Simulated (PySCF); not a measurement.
Bond length, frequency and bond energy of InO⁻ by level of theory

State: ¹Σ⁺ (singlet), closed shell. Set-up: basis In aug-cc-pVDZ-PP with ECP28, O aug-cc-pVDZ; scalar-relativistic core potentials; PySCF 2.14. De refers to In + O⁻ in their high-spin ground configurations, without counterpoise correction. A positive dipole points towards O; it is taken about the centre of mass and depends on that origin.

| Level | Re (Å) | ωe (cm⁻¹) | De (eV) | μ (D) | CPU s a point (SCF and correlation, without the integrals) |
| --- | --- | --- | --- | --- | --- |
| RHF-MP2 | 1.972 | 631 | n/a | n/a | 0.13 |
| RHF-SCS-MP2 | 1.968 | 639 | n/a | n/a | n/a |
| RHF-CCSD | 1.941 | 687 | n/a | n/a | n/a |
| RHF-CCSD(T) | 1.962 | 642 | n/a | n/a | 3.4 |
| PBE | 1.968 | 624 | 4.49 | -4.13 | 0.74 |
| PBEsol | 1.951 | 644 | 4.82 | -3.99 | 0.54 |
| BLYP | 1.984 | 607 | 4.27 | -4.35 | 0.88 |
| r²SCAN | 1.942 | 668 | 4.33 | -4.10 | 1.1 |
| PBE0 | 1.934 | 681 | 4.07 | -4.42 | 1.1 |
| M06 | 1.944 | 666 | 4.23 | -4.55 | 1.4 |
| LC-ωPBE | 1.911 | 723 | 3.98 | -4.62 | 0.82 |

Task: What does a quarter of exact exchange do here, going from PBE to PBE0?

Result: PBE0 less PBE: -3.4 pm in Re, +9.1 % in ωe, -0.42 eV in De. Exact exchange removes part of the self-interaction that spreads semilocal densities, and in most molecules shortens and stiffens the bond and lowers De; so it does here.

Task: What does the step from GGA to meta-GGA do here, going from PBE to r²SCAN?

Result: r²SCAN less PBE: -2.6 pm in Re, +7.1 % in ωe, -0.16 eV in De. 

Correlated steps freeze 5 core orbitals. These are scalar-relativistic numbers at best; spin–orbit coupling would shift them, the dissociation energy most. For an ion De counts to the pair picked by the measured ionisation energies or electron affinities, which need not be the lowest pair at this level. The highest Kohn–Sham level is positive in this anion. Much of that is self-interaction error, but it also means that the finite basis helps to hold the extra electron. The CCSD T1 diagnostic is raised, a sign that a single reference may not be enough here.

The whole job (state search and all levels along the bond) took about 2.2 min on 1 thread of Arm Neoverse V2 (shared host), peak memory 0.71 GiB.
